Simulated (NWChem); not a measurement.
System: C3H7BO; SMILES O=CB(C)C

The following NWChem deck was run.

```
start job
memory heap 200 mb stack 900 mb global 1100 mb
geometry units angstroms noautoz
  C      1.395794    -1.166492    -0.047742
  B     -0.003214    -0.473555     0.137341
  C     -1.374351    -1.204467    -0.097640
  C     -0.024479     1.076750     0.486862
  O     -0.142000     1.873136    -0.436727
  H      2.174139    -0.808345     0.637157
  H      1.355100    -2.260848    -0.010925
  H      1.741238    -0.894548    -1.059909
  H     -2.097946    -0.564730    -0.617982
  H     -1.286454    -2.159201    -0.627780
  H     -1.822373    -1.421235     0.886880
  H      0.093856     1.465859     1.532535
end
basis spherical
  * library def2-tzvp
end
dft
  xc hfexch
  iterations 150
  semidirect filesize 400000000
  mulliken
end
task dft energy
```

All runs use the structure optimised with B3LYP/6-31G* (spherical d).

Task: Give the results of this calculation. (Hartree-Fock/def2-TZVP.) Quantities: energy (Ha); highest occupied level (eV); orbital gap (eV); dipole (D).

Result: 
```yaml
energy (Ha): -217.30
highest occupied level (eV): -10.74
orbital gap (eV): 13.29
dipole (D): 3.21
```
